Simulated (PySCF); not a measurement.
Electron correlation in Ba (barium, neutral)

[Xe] 5d1 6s1, high-spin 3D determinant (an excited configuration). All numbers are calculated (PySCF 2.14, scalar relativity by spin-free X2C-1e, in ANO-RCC-VTZP (8s7p4d2f1g, 72 functions)). Frozen: [Xe]; 2 electrons correlated.

With two correlated electrons CCSD is exact within the correlated space (frozen core and kept virtual orbitals).

```csv
level,correlation energy (mhartree)
CCSD,-5.21
```

Diagnostics: T1 = 0.0037, D1 = 0.0073, largest double amplitude 0.048.

Is a single reference adequate?

Yes, within this model without spin-orbit coupling: T1 lies below 0.03 and no double amplitude reaches 0.07.
